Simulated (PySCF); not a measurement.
Species: CH8ClSi3 (doublet state).
Cartesian coordinates in Å at the GFN2-xTB level; atoms count from 1:
```
atom  x, y, z in Å
C1    -1.733    0.923    0.084
Si2   -1.112   -0.863    0.266
Si3    1.013   -0.963   -0.686
Si4    2.689    0.456   -0.014
Cl5    1.991    2.375    0.255
H6    -2.706    1.060    0.545
H7    -1.048    1.624    0.552
H8    -1.823    1.206   -0.961
H9    -2.117   -1.759   -0.329
H10   -1.065   -1.192    1.700
H11    1.600   -2.305   -0.535
H12    0.910   -0.786   -2.148
H13    3.397    0.225    1.254
```

The hyperfine couplings belong to this conformer and change with its torsions.

The species is `C[SiH2][SiH2][SiH]Cl` [radical].

Theory: UKS B3LYP, pcH-1 on C Cl H Si, non-relativistic, mean-field spin-orbit, GIAO (PySCF). One conformer (not necessarily the lowest) at the GFN2-xTB geometry, without solvent, vibrations or thermal averaging. Couplings are sensitive to structure, and on GFN2-xTB geometries they can be far from those on DFT ones, by a factor of two or more for some ions and for spin on atoms past the first row. No stability test was run, so a lower SCF solution isn't excluded.

(1) Break the g tensor into its mass correction, gauge correction and orbital-Zeeman/spin–orbit terms.

(2) What are the electron Larmor frequencies g μB B/h along the three axes at 1200 mT?

(3) What effective moment and Curie constant follow for a powder?

(4) At 34.109 GHz, how far is the centre of the isotropic spectrum from where a free electron (g = 2.002319) resonates?

(5) In a frozen sample, at which fields do the three g values resonate at 9.5, 34, 94 and 263 GHz (hyperfine left aside), and which band first spreads them over more than twice a line width of 0.5 mT?

Answers

(1) 
```csv
Δg (ppt),1,2,3
relativistic mass correction,-0.16,-0.16,-0.16
gauge correction,0.01,0.06,0.07
orbital Zeeman/spin–orbit,-0.04,6.09,9.38
total,-0.18,6.00,9.29
```

So g = 2.00214, 2.00832, 2.01161 and g_iso = 2.00736; the tensor is rhombic: the two nearest values differ by 35 % of g3 − g1. 

(2) 33.6268, 33.7307, 33.7860 GHz for g1, g2 and g3, a range of 159.1 MHz.

(3) With the mean of g² = 4.0295 and S(S+1) = 0.75: μ_eff = √(⟨g²⟩S(S+1)) = 1.738 μB and χT = 0.12505·⟨g²⟩·S(S+1) = 0.378 cm³ K/mol (cgs; spin-Hamiltonian part alone).

(4) B = hν/(g μB) with μB/h = 13.99624 MHz/mT gives 1217.09 mT for the free electron and 1214.04 mT at g_iso, 3.05 mT lower.

(5) 
```
band    GHz  B(g3) mT  B(g2) mT  B(g1) mT  spread mT
   X    9.5    337.42    337.97    339.01       1.60
   Q   34.0   1207.60   1209.58   1213.32       5.71
   W   94.0   3338.66   3344.13   3354.46      15.80
   J  263.0   9341.15   9356.45   9385.36      44.20
```

The spread grows in proportion to the frequency. X band is the first where it exceeds 1.0 mT.

The Mulliken spin populations are largest on Si4 (+0.83) and Cl5 (+0.06). Si4 is the only atom above +0.15. The angles at Si4 add up to 333.3°, so it is pyramidal.

The HOMO–LUMO gaps are 5.01 eV among the α and 4.86 eV among the β orbitals.
